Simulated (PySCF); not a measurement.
C4H4N, SMILES C1=C[N]C=C1, multiplicity 2. Atoms are numbered in the order given.

```xyz
9

C      0.0000     0.6832     0.9860
C      0.0000     1.0633    -0.4272
N      0.0000     0.0000    -1.2488
C      0.0000    -1.0633    -0.4272
C      0.0000    -0.6832     0.9860
H      0.0000     1.3598     1.8411
H      0.0000     2.0838    -0.8238
H      0.0000    -2.0838    -0.8238
H      0.0000    -1.3598     1.8411
```
Charge 0, spin multiplicity 2.

Geometry optimised at r2SCAN-D4/def2-SVP. The isomer is the one that the SMILES or the coordinates give; other isomers of the formula were not compared.

Method: PBE0/pcH-1 (PySCF).

Unrestricted Kohn–Sham, ⟨S²⟩ = 0.770. Hyperfine tensors hold the contact and dipolar terms, without spin-orbit corrections.

Computed hyperfine couplings:
| nucleus | A(iso) (MHz) | A(iso) (G) | dipolar principal values (MHz) |
|---|---|---|---|
| 13C no. 1 | -9.1 | -3.2 | -9.1, -7.6, 16.7 |
| 13C no. 2 | 49.6 | 17.7 | -44.7, -42.0, 86.7 |
| 14N no. 3 | -8.9 | -3.2 | -12.1, 6.0, 6.1 |
| 13C no. 4 | 49.6 | 17.7 | -44.7, -42.0, 86.7 |
| 13C no. 5 | -9.1 | -3.2 | -9.1, -7.6, 16.7 |
| 1H no. 6 | -9.9 | -3.5 | -6.3, -2.9, 9.2 |
| 1H no. 7 | -41.9 | -14.9 | -21.1, -2.0, 23.1 |
| 1H no. 8 | -41.9 | -14.9 | -21.1, -2.0, 23.1 |
| 1H no. 9 | -9.9 | -3.5 | -6.3, -2.9, 9.2 |

Problem. And the g tensor (effective nuclear charges for spin-orbit coupling, GIAO)? (Estimate from the structure and the level; the computed values follow.)

Solution. principal values 2.0019, 2.0024, 2.0028; isotropic 2.0024.
